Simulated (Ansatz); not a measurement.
This triplet is an excited state, 0.79 eV above the relaxed singlet at the level frozen-core CCSD(T)/cc-pVTZ // PBE0-D3(BJ)/def2-TZVP (Ansatz, a program for electronic structure).

A geometry relaxed with PBE0-D3(BJ)/def2-TZVP run with Ansatz, charge 0, multiplicity 3:

```xyz
7

N     -1.7621    -0.3937     0.1513
H     -2.5867    -0.9695     0.1798
H      1.6186     1.8918     0.1144
Si    -0.1943    -1.0089    -0.1434
H     -1.9614     0.5814     0.3095
H      3.1180    -0.4340    -0.4559
Al     1.7679     0.3328    -0.1558
```

Question: Write the SMILES of this molecule.

Answer: `N[Si][AlH2]`
